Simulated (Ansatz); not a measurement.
Gas-phase electronic energies from Ansatz, PBE0-D4/def2-TZVP geometries. CBS: MP2 limit from def2 TZ/QZ plus the TZ coupled-cluster correction, frozen cores. This one scheme is used for every species. Functionals use def2-TZVPP. For Se outer-core shells are correlated without core-valence functions, which leaves a few kJ/mol of doubt a bond. Scalar relativity is left out up to krypton. One conformer a species, not always the lowest.

Reaction (ligand exchange at a B–Se bond): `CB(C)[SeH]` + HCl → `CB(C)Cl` + H₂Se

| level | ΔE (kJ/mol) | difference from CCSD(T)/CBS |
| --- | --- | --- |
| LDA (SPW92) | -17.4 | -2.8 |
| revPBE-D4 | -15.3 | -0.7 |
| BLYP-D4 | -19.8 | -5.2 |
| B97M-V | -24.4 | -9.8 |
| PBE0-D4 | -17.6 | -3.0 |
| r2SCANh-D4 | -20.2 | -5.6 |
| BHLYP-D4 | -22.5 | -7.9 |
| ωB97X-V | -22.9 | -8.3 |
| ωB97M-V | -23.3 | -8.7 |
| B2PLYP | -21.2 | -6.6 |
| r2SCAN | -20.7 | -6.1 |
| r2SCANh | -20.9 | -6.3 |
| HF/def2-SVP | -38.2 | -23.6 |
| CCSD/def2-SVP | -29.3 | -14.7 |
| HF/CBS(def2) | -31.7 | -17.1 |
| CCSD/CBS(def2) | -16.5 | -1.9 |
| CCSD(T)/CBS | -14.6 | 0 |

Largest T1 diagnostic among the species: 0.011.

At CCSD(T), def2-SVP lies −12.8 kJ/mol from the extrapolated value and def2-TZVPP −0.4 kJ/mol. In def2-TZVPP, CCSD(T) changes the Hartree–Fock value by +16.3 kJ/mol (the triples alone add +1.9 kJ/mol) and MP2 by +18.0 kJ/mol. The D4 term adds +4.2 kJ/mol with B3LYP and +2.3 kJ/mol with PBE0; it sums over pairs of atoms, weighted by their polarisabilities, and B3LYP, whose exchange is more repulsive, gets the larger term.

B3LYP here is the variant with VWN-RPA as its local correlation; programs differ in this.
